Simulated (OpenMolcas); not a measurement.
# Multiconfigurational calculation on Tm V

Input:

```
&GATEWAY
Coord
1

Tm 0.0 0.0 0.0
Basis=ANO-RCC-VQZP
Group=XYZ
NoMove
AngMom=0.0 0.0 0.0
AMFI
&SEWARD
Relativistic=R04O02
* reference wave functions (RASSCF and RASSI steps not shown): 11 electrons in 7 orbitals (4f)
>>> COPY JOB001 $Project.JobIph
&CASPT2
Multistate=30 1 2 3 4 5 6 7 8 9 10 11 12 13 14 15 16 17 18 19 20 21 22
23 24 25 26 27 28 29 30
NoMult
Frozen=14 9
IPEA=0.3
Imaginary=0.1
MaxIter=60
WThr=0.0 0.3 0.05
PrWF=0.5
NoMix
>>> COPY JOB002 $Project.JobIph
&CASPT2
Multistate=35 1 2 3 4 5 6 7 8 9 10 11 12 13 14 15 16 17 18 19 20 21 22
23 24 25 26 27 28 29 30 31 32 33 34 35
NoMult
Frozen=14 9
IPEA=0.3
Imaginary=0.1
MaxIter=60
WThr=0.0 0.3 0.05
PrWF=0.5
NoMix
```

Launched by
```bash
OMP_NUM_THREADS=1 MOLCAS_MEM=2252 MOLCAS_PROJECT=a pymolcas a.inp > a.log  # once for each step of the input, in one work folder
```

Output, cut to the results:

```
--- CASPT2 ---
Orbital specifications:
      -----------------------

      Symmetry species                           1   2
                                                ag  au
      Frozen orbitals                           14   9
      Inactive orbitals                          1   3
      Active orbitals                            0   7
      Secondary orbitals                        51  55
      Deleted orbitals                           0   0
      Number of basis functions                 66  74
Type of calculation                        SS-CASPT2
      Fock operator                              state-specific
      IPEA shift                                 0.30
      Real shift                                 0.00
      Imaginary shift                            0.10
      The input orbitals will be transformed to quasi-canonical
Reference energy:      -13560.2529380680
      E2 (Non-variational):      -0.9314596837
      Shift correction:          -0.0001684061
      E2 (Variational):          -0.9316280897
      Total energy:          -13561.1845661577
      Residual norm:              0.0000002676
      Reference weight:           0.90808
      Contributions to the CASPT2 correlation energy
      Active & Virtual Only:         -0.4279914819
      One Inactive Excited:          -0.3192469836
      Two Inactive Excited:          -0.1842212182
Reference energy:      -13560.2529380680
      E2 (Non-variational):      -0.9321292702
      Shift correction:          -0.0001689556
      E2 (Variational):          -0.9322982258
      Total energy:          -13561.1852362938
      Residual norm:              0.0000003460
      Reference weight:           0.90794
      Contributions to the CASPT2 correlation energy
      Active & Virtual Only:         -0.4284713005
      One Inactive Excited:          -0.3194258610
      Two Inactive Excited:          -0.1842321087
::    CASPT2 Root  1     Total energy: -13561.18456616
::    CASPT2 Root  2     Total energy: -13561.18523629
::    CASPT2 Root  3     Total energy: -13561.18334099
::    CASPT2 Root  4     Total energy: -13561.18339260
::    CASPT2 Root  5     Total energy: -13561.18313919
::    CASPT2 Root  6     Total energy: -13561.18459770
::    CASPT2 Root  7     Total energy: -13561.18360827
::    CASPT2 Root  8     Total energy: -13561.18465801
::    CASPT2 Root  9     Total energy: -13561.18469583
::    CASPT2 Root 10     Total energy: -13561.18510823
::    CASPT2 Root 11     Total energy: -13561.18436388
::    CASPT2 Root 12     Total energy: -13561.18375941
::    CASPT2 Root 13     Total energy: -13561.18425058
::    CASPT2 Root 14     Total energy: -13561.11163202
::    CASPT2 Root 15     Total energy: -13561.11146739
::    CASPT2 Root 16     Total energy: -13561.11153692
::    CASPT2 Root 17     Total energy: -13561.11056771
::    CASPT2 Root 18     Total energy: -13561.11118022
::    CASPT2 Root 19     Total energy: -13561.11112525
::    CASPT2 Root 20     Total energy: -13561.11086211
::    CASPT2 Root 21     Total energy: -13561.11165995
::    CASPT2 Root 22     Total energy: -13561.06668131
::    CASPT2 Root 23     Total energy: -13561.06690546
::    CASPT2 Root 24     Total energy: -13561.06694163
::    CASPT2 Root 25     Total energy: -13561.06790027
::    CASPT2 Root 26     Total energy: -13561.06693813
::    CASPT2 Root 27     Total energy: -13561.06658682
::    CASPT2 Root 28     Total energy: -13561.06677338
::    CASPT2 Root 29     Total energy: -13561.06640362
::    CASPT2 Root 30     Total energy: -13561.06693750
--- CASPT2 ---
Orbital specifications:
      -----------------------

      Symmetry species                           1   2
                                                ag  au
      Frozen orbitals                           14   9
      Inactive orbitals                          1   3
      Active orbitals                            0   7
      Secondary orbitals                        51  55
      Deleted orbitals                           0   0
      Number of basis functions                 66  74
Type of calculation                        SS-CASPT2
      Fock operator                              state-specific
      IPEA shift                                 0.30
      Real shift                                 0.00
      Imaginary shift                            0.10
      The input orbitals will be transformed to quasi-canonical
Reference energy:      -13560.1644158956
      E2 (Non-variational):      -0.9384126907
      Shift correction:          -0.0001751949
      E2 (Variational):          -0.9385878856
      Total energy:          -13561.1030037812
      Residual norm:              0.0000006049
      Reference weight:           0.90734
      Contributions to the CASPT2 correlation energy
      Active & Virtual Only:         -0.4341117971
      One Inactive Excited:          -0.3198009487
      Two Inactive Excited:          -0.1844999449
Reference energy:      -13560.1644158956
      E2 (Non-variational):      -0.9383174774
      Shift correction:          -0.0001751710
      E2 (Variational):          -0.9384926483
      Total energy:          -13561.1029085439
      Residual norm:              0.0000006081
      Reference weight:           0.90736
      Contributions to the CASPT2 correlation energy
      Active & Virtual Only:         -0.4340819978
      One Inactive Excited:          -0.3197367222
      Two Inactive Excited:          -0.1844987573
::    CASPT2 Root  1     Total energy: -13561.10300378
::    CASPT2 Root  2     Total energy: -13561.10290854
::    CASPT2 Root  3     Total energy: -13561.10282674
::    CASPT2 Root  4     Total energy: -13561.10306075
::    CASPT2 Root  5     Total energy: -13561.10287821
::    CASPT2 Root  6     Total energy: -13561.10283887
::    CASPT2 Root  7     Total energy: -13561.10294054
::    CASPT2 Root  8     Total energy: -13561.10288315
::    CASPT2 Root  9     Total energy: -13561.10289729
...
```

Levels above the lowest, from the spin-orbit matrix with the single-state CASPT2 energies, averaged by term, on its diagonal:

| Configuration | Term | J | E (cm⁻¹) | g | Term weight % | Second |
| --- | --- | --- | --- | --- | --- | --- |
| 4f¹¹ | ⁴I° | 15/2 | 0.0 | 1.197 | 97 | 3 ²K° |
| 4f¹¹ | ⁴I° | 13/2 | 7790 | 1.106 | 99 |  |
| 4f¹¹ | ⁴I° | 11/2 | 12180 | 0.989 | 83 | 16 ²H° |
| 4f¹¹ | ⁴I° | 9/2 | 14420 | 0.908 | 49 | 22 ²H° |
| 4f¹¹ | ⁴F° | 9/2 | 18060 | 1.128 | 57 | 28 ⁴I° |
| 4f¹¹ | ²H° | 11/2 | 23240 | 1.120 | 58 | 27 ⁴G° |
| 4f¹¹ | ⁴F° | 7/2 | 24410 | 1.204 | 90 | 9 ²G° |
| 4f¹¹ | ⁴S° | 3/2 | 25640 | 2.002 | 100 |  |

Term energies are means over components that CASPT2 splits; among the terms shown or strongly mixed into the levels shown the widest spread is 460 cm-1 (4f¹¹ ⁴I°). High states are left out of the spin-orbit mixing, which shifts the levels that they would mix with. Terms from blocks run as CI alone lack orbitals of their own. The CASPT2 spread within a term exceeds the gap to the next term for 4f¹¹ ⁴F° and 4f¹¹ ⁴S°, so the order of their levels is uncertain. Levels of configurations outside the active space are missing. The first state left out of the spin-orbit step lies near 36000 cm-1 above the lowest spin-free state of the reference (among the parities and spins computed), and the list stops at four fifths of that energy or lower.

The term weight is that of the spin-free term in the level, not the purity of its configuration. ° marks odd parity.
